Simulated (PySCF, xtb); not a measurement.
BBr₂H₂N, SMILES NB(Br)Br. The values are those of a single conformer.

Harmonic wavenumbers (cm⁻¹) from GFN2-xTB (xtb) at its own minimum, in rising order: 156, 262, 375, 417, 524, 647, 657, 958, 1331, 1517, 3478, 3509.

**Question.** What does B3LYP-D3(BJ)/def2-SVP in PySCF 2.14.0 give at its own minimum? (The exact figures need the calculation; the answer reports its results.)

**Answer.** 166, 280, 427, 429, 548, 566, 697, 1029, 1353, 1582, 3586, 3692. Paired by order, the mean absolute difference is 57 cm⁻¹ and the zero-point energies are 19.8 and 20.5 kcal/mol.
